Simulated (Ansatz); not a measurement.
Input and output for the cluster Mg₃N₂⁺.

```yaml
crystal:
  periodic: [false, false, false]
  atoms:
    - {symbol: Mg, position_ang: [1.383641, -1.838723, 0.167420]}
    - {symbol: Mg, position_ang: [-2.555433, 0.610128, -0.200738]}
    - {symbol: Mg, position_ang: [2.068445, 1.017029, 0.103419]}
    - {symbol: N, position_ang: [-0.589313, -0.482391, -0.021636]}
    - {symbol: N, position_ang: [-0.307340, 0.693966, -0.048465]}
basis:
  gaussian: {orbitals: "6-31++G**"}
total_charge: 1
magnetization: {spin_polarized: true, initial_magnetization: 1}
hamiltonian: {xc: {name: r2SCAN50}}
scf: {lower_state_search: light}
```

```sh
$ ansatz run in.yaml --threads 4 --pin off --events-out ev --progress --plain --max-ram 3916MiB
```

Output, abridged:

```
Functional definition: r2SCAN50
880 factors; integrals over basis functions are off by at most 8.5e-4 eV
mean field evaluation 1: about -19236.9659 eV, gradient 9.4e1 eV
mean field evaluation 2: about -18733.8182 eV, gradient 1.7e2 eV
mean field evaluation 4: about -19270.0848 eV, gradient 5.7e1 eV
mean field evaluation 8: about -19298.8767 eV, gradient 1.0e0 eV
mean field evaluation 16: about -19299.1222 eV, gradient 5.9e-2 eV
mean field evaluation 32: about -19299.1944 eV, gradient 1.8e0 eV
mean field -19299.39776959 eV, -709.2397864306 hartree, gradient 2.5e-5 eV, S^2 1.485632; 8 other end points of the search recorded, 0 dependent functions left out
reference -19299.39778352 eV, -709.2397869425 hartree; 25, 24 occupied and 82, 83 virtual orbitals, 880 factors
Total energy: -19299.39778352 eV, -709.2397869425 hartree
```

Run time 22 s (4 threads of Arm Neoverse V2 on a shared host).

The 6-31G sets use Cartesian d functions. The charge 1 doublet is spin-contaminated (final ⟨S²⟩ up to 1.49, 0.75 for a pure state).
